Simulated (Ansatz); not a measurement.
The same path of a periodic cell of 13 atoms, Mg12H (host Mg, host structure hcp, interstitial H) was run twice with different band settings.

Method: DFT PBEsol, scalar-relativistic, plane waves, PAW in Ansatz 0.2.0. Settings: cutoff 420 eV, k mesh 4x3x4, gaussian smearing 0.1 eV, no spin polarisation.

Relaxed end points:

```xyz
13
Lattice="6.4200 0.0000 0.0000 -4.8150 8.3398 0.0000 0.0000 0.0000 5.2130" Properties=species:S:1:pos:R:3
Mg -0.003 -0.008 0.010
Mg -0.012 1.852 2.622
Mg -1.610 2.782 0.007
Mg -1.616 4.628 2.599
Mg -3.219 5.562 0.001
Mg -3.213 7.430 2.597
Mg 3.210 -0.002 0.004
Mg 3.213 1.860 2.606
Mg 1.609 2.789 0.008
Mg 1.602 4.640 2.596
Mg -0.003 5.569 -0.015
Mg -0.003 7.424 2.596
H 3.192 3.737 3.914
```

```xyz
13
Lattice="6.4200 0.0000 0.0000 -4.8150 8.3398 0.0000 0.0000 0.0000 5.2130" Properties=species:S:1:pos:R:3
Mg -0.001 -0.005 -0.009
Mg 0.001 1.851 2.594
Mg -1.610 2.780 -0.010
Mg -1.611 4.626 2.617
Mg -3.214 5.557 -0.002
Mg -3.211 7.421 2.612
Mg 3.211 -0.006 -0.004
Mg 3.219 1.855 2.610
Mg 1.610 2.786 -0.011
Mg 1.610 4.636 2.616
Mg 0.007 5.565 0.011
Mg 0.000 7.419 2.614
H 3.265 3.742 6.496
```

Common settings: climbing image yes; spring 5.0 eV/Å²; optimiser quadratic models (default); end points relaxed.

| run | movable images | start path | force threshold | iteration limit |
| --- | --- | --- | --- | --- |
| 1 | 7 | IDPP | 0.03 eV/Å | 29 |
| 2 | 3 | default | 0.4 eV/Å | 50 |

What does each run give, and how far can it be trusted?

Run 1: converged after 5 iterations, highest image 0.185 eV above the first end. By the program's own check the climbing image is of a kind that is not told: the force calls were inconclusive, a negative curvature could not be distinguished from the path's own, the only one lies far off the path, or fixed occupations may fill a level only in part (lowest curvatures found: -0.66 and 0.56 eV/Å²).
Run 2: converged after 2 iterations, highest image 0.186 eV above the first end. The threshold of 0.4 eV/Å is loose, so the images may lie well off the minimum-energy path. The order of the point at the top wasn't checked.
Limits of this set-up: coarse k mesh, odd electron count without spin, a small cell, in which the defect meets its images, a typed lattice constant that wasn't relaxed here.
